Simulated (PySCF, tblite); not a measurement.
C₇H₉BSi.
Atom-mapped SMILES: `[BH2:1]/[CH:2]=[C:3]1/[CH:4]=[CH:5][Si@@H:6]1[C:7]#[C:8][CH3:9]` (hydrogens: H10, H11 on B1; H12 on C2; H13 on C4; H14 on C5; H15 on Si6; H16, H17, H18 on C9)

Structure used (GFN2-xTB), in Å, numbered top down from 1:
```xyz
18
C7H9BSi angstrom
B     -1.954    2.207    0.254
C     -2.412    0.758    0.399
C     -1.745   -0.275   -0.151
C     -2.000   -1.706   -0.109
C     -0.977   -2.241   -0.804
Si    -0.170   -0.561   -1.203
C      1.442   -0.214   -0.387
C      2.490    0.039    0.153
C      3.746    0.341    0.799
H     -2.543    3.080    0.768
H     -0.996    2.441   -0.381
H     -3.304    0.509    0.974
H     -2.830   -2.198    0.379
H     -0.803   -3.289   -0.994
H     -0.161   -0.142   -2.606
H      4.533    0.446    0.053
H      3.659    1.274    1.356
H      4.014   -0.461    1.487
```

Jobs on this species (18 atoms, 70 electrons) with PySCF (density fitting) and tblite. Hardware of each: one thread of an AMD EPYC 7B13 (shared host). Times come from a shared host and carry two figures at best.

```tsv
level and settings	work	basis functions	SCF cycles	wall time
PBE0/pcSseg-1	shieldings, ring-centre shieldings, charges and field gradients	205	?	?
GFN2-xTB	Hessian by finite differences	–	–	0.88 s
GFN2-xTB	L-BFGS relaxation	–	–	0.73 s
```

Task: Fill in the missing figures.

Result: 
- PBE0/pcSseg-1; shieldings, ring-centre shieldings, charges and field gradients: 32 s, 15 SCF cycles

Task: What do all jobs in the table cost together?

Result: About 34 s; the longest takes about 95 % of that, and about 44 times as long as the shortest.
